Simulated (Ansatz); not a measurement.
The cluster SeS₄⁺. The state is a doublet with charge 1. Geometry PBE-D4/def2-SVP; atoms count from 1.

```xyz
5

S     0.668    0.084    1.596
S    -0.208   -0.951   -1.513
S    -1.655    0.128   -0.433
S    -0.452    1.513    0.620
Se    1.646   -0.774   -0.269
```

The structure comes from a short search, and lower isomers may exist.

Q: Estimate the Mulliken populations from the PBE0/def2-TZVP orbitals of Ansatz.

A: 
| atom | charge (e) | spin (α − β) |
| --- | --- | --- |
| S1 | 0.11 | 0.04 |
| S2 | 0.20 | 0.41 |
| S3 | 0.18 | 0.17 |
| S4 | 0.16 | 0.04 |
| Se5 | 0.35 | 0.34 |
Mulliken values and Mayer orders depend strongly on the basis.

Q: Where does the spin sit?

A: Summed by element: S 0.66, Se 0.34, of 1 unpaired in all. Largest on single atoms: S2 0.41, Se5 0.34, S3 0.17.

Q: And the Mayer bond orders between bonded heavy atoms (over 0.3)?

A: S1–S4 1.22 (2.06 Å); S1–Se5 1.09 (2.27 Å); S2–S3 1.21 (2.10 Å); S2–Se5 1.27 (2.24 Å); S3–S4 1.13 (2.12 Å).
